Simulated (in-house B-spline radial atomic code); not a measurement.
Settings and results of a run for the samarium ion Sm²⁺ (with a hole in an inner shell). Computed with an all-electron radial atomic-structure program (B-spline basis): Dirac-Kohn-Sham PBE, spherical fractional occupations, Fermi nucleus of rms radius 5.0819 fm.

In the input, a minus or plus after the letter marks the j = l - 1/2 or j = l + 1/2 subshell.

Command:
```bash
python run_scf.py task.json out
```
Settings (nuclear radius in fm, mass in u):
```
Z                62
configuration    1s2 2s1 2p-1 2p+4 3s2 3p6 3d10 4s2 4p6 4d10 4f6 5s2 5p6 6s2
hamiltonian      dirac
method           pbe,pbe
spin_polarised   False
nucleus          fermi
rms_radius       5.0819
atomic_mass      151.91974
speed_of_light   137.035999084
```

Output (hartree, bohr):
```
 radial grid: 81 intervals, B-splines of order 8, outer radius 60 bohr

 iter        energy (Eh)    residual
    1       -9822.676743    1.54e+00
    2       -9840.242252    1.24e+00
    3       -9874.382386    2.25e-01
    4       -9875.679818    6.12e-02
    5       -9875.787878    2.40e-02
    6       -9875.801642    2.47e-03
    7       -9875.801789    1.76e-03
    8       -9875.801896    1.53e-04
    9       -9875.801896    2.67e-06
   10       -9875.801896    4.24e-07

 total energy                     -9875.80190
 kinetic                           10645.3909
 electron-nucleus                 -24076.5168
 Hartree                            3776.7109
 exchange-correlation               -221.3869

 first-order corrections (not in the total)
   Gaunt                             9.0065
   retardation                      -0.9471
   frequency dependence             -0.1371
   self-energy                       6.8648
   Uehling                          -1.0745
   Wichmann-Kroll                    0.0322
   recoil                            0.0240

 orbital      occ     eigenvalue          <r>       <r^2>       <1/r>     <1/r^3>       r_max    small
 1s1/2      2.000     -1733.7415    0.0227196  0.00070327     68.8656           -     0.01448  5.32e-02
 2s1/2      1.000      -292.0448    0.0955577   0.0108302     16.5387           -     0.08176  1.19e-02
 2p1/2      1.000      -279.0474    0.0797235  0.00783798     16.5157           -     0.06179  1.19e-02
 2p3/2      4.000      -256.2434    0.0862231  0.00903763     14.7237      9145.1     0.06734  1.12e-02
 3s1/2      2.000       -66.1039     0.249111   0.0710323     6.09819           -      0.2296  3.84e-03
 3p1/2      2.000       -60.1981     0.237579   0.0656361     6.03232           -      0.2158  3.80e-03
 3p3/2      4.000       -55.4092     0.249888   0.0724034     5.56931     1979.55      0.2274  3.57e-03
 3d3/2      4.000       -45.1207     0.219477   0.0566451     5.49301     344.236      0.1789  3.50e-03
 3d5/2      6.000       -44.0161     0.223388   0.0585504     5.37359     307.604      0.1822  3.44e-03
 4s1/2      2.000       -14.0949     0.562282    0.356893     2.55858           -      0.5254  1.23e-03
 4p1/2      2.000       -11.7047     0.571674    0.371843     2.46423           -      0.5275  1.16e-03
 4p3/2      4.000       -10.6320     0.599254    0.408328     2.30717     464.822      0.5521  1.08e-03
 4d3/2      4.000        -6.6078     0.626881    0.455371     2.11603     66.0355      0.5535  9.36e-04
 4d5/2      6.000        -6.4016     0.636641    0.469515     2.07596     58.3787      0.5616  9.13e-04
 4f5/2      2.571        -1.3896     0.787624    0.781118      1.6182     9.21829      0.5514  5.89e-04
 4f7/2      3.429        -1.3583     0.795983    0.798449     1.60198     8.91615      0.5558  5.79e-04
 5s1/2      2.000        -2.6057      1.32326     1.96306     1.00939           -       1.203  2.79e-04
 5p1/2      2.000        -1.9050      1.45252     2.38068    0.909444           -       1.293  2.31e-04
 5p3/2      4.000        -1.7414      1.52875     2.63719    0.856037      71.175       1.358  2.10e-04
 6s1/2      2.000        -0.6570      3.19247      11.348    0.399365           -       2.926  5.46e-05
```

Cost of the run: 1.3 s on 1 thread of Arm Neoverse V2, on a shared host.

For the Dirac Hamiltonian the kinetic term is c α·p + (β - 1)c².
